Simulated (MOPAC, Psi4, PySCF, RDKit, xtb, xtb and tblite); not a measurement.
Two geometries of SMILES CSCCC(C)C (C₆H₁₄S), singlet, relaxed at GFN2-xTB with one dihedral held; other torsions can differ between them too.

Structure A

```
21

C      2.3441    -2.5651    -1.1110
S      2.6489    -1.1681     0.0068
C      0.9556    -0.9117     0.6374
C      0.0105    -0.2983    -0.3982
C     -1.1996    -1.1837    -0.7195
C     -1.9158    -0.6603    -1.9627
C     -2.1681    -1.2321     0.4601
H      1.6400    -2.2725    -1.8845
H      3.2985    -2.8225    -1.5576
H      1.9611    -3.4073    -0.5408
H      0.6040    -1.8847     0.9807
H      1.0840    -0.2642     1.5027
H     -0.3467     0.6701    -0.0424
H      0.5671    -0.1110    -1.3194
H     -0.8477    -2.2014    -0.9257
H     -2.2569     0.3600    -1.8007
H     -2.7807    -1.2783    -2.1928
H     -1.2520    -0.6665    -2.8246
H     -2.5631    -0.2387     0.6623
H     -1.6749    -1.5921     1.3599
H     -3.0027    -1.8941     0.2402
```

Structure B

```
21

C      3.3115     0.1854     0.0057
S      2.5675    -1.4183     0.4184
C      0.8800    -0.8786     0.8506
C      0.0868    -0.3824    -0.3529
C     -1.4214    -0.6185    -0.2132
C     -2.1282    -0.2392    -1.5128
C     -2.0019     0.1782     0.9531
H      3.1976     0.8620     0.8481
H      4.3637     0.0025    -0.1842
H      2.8400     0.5933    -0.8835
H      0.4203    -1.7749     1.2677
H      0.9645    -0.1264     1.6344
H      0.2731     0.6821    -0.5113
H      0.4355    -0.9194    -1.2390
H     -1.5865    -1.6854    -0.0261
H     -1.9805     0.8165    -1.7314
H     -3.1965    -0.4256    -1.4331
H     -1.7405    -0.8203    -2.3464
H     -1.8277     1.2427     0.8082
H     -1.5485    -0.1212     1.8946
H     -3.0748     0.0150     1.0256
```

Problem. Which is lower in energy at the level PBE0-D3(BJ)/def2-SVP // GFN2-xTB run with Psi4, and by how much?

Solution. B is lower, by 1.67 kcal/mol (dihedral S2–C3–C4–C5: 120° in A, 150° in B).

E(B) − E(A) in kcal/mol at the other levels, on the same two geometries: GFN2-xTB (xtb and tblite) -1.24; MMFF94 // GFN2-xTB (RDKit) -2.41; PBE0/def2-SVP // GFN2-xTB (Psi4) -1.96; PBE/def2-SVP // GFN2-xTB (Psi4) -1.87; PBE-D3(BJ)/def2-SVP // GFN2-xTB (Psi4) -1.58; UFF // GFN2-xTB (RDKit) -2.14; AM1, restricted, heats of formation // GFN2-xTB (MOPAC) -0.88; PM6, restricted, heats of formation // GFN2-xTB (MOPAC) -0.71; GFN1-xTB // GFN2-xTB (xtb) -1.19; restricted B3LYP/6-31G*, spherical d, density fitting // GFN2-xTB (PySCF) -1.99; restricted Hartree-Fock/3-21G, density fitting // GFN2-xTB (PySCF) -2.10; restricted MP2 (frozen core)/3-21G // GFN2-xTB (PySCF) -1.94; restricted BP86/6-31G*, spherical d, density fitting // GFN2-xTB (PySCF) -1.93.
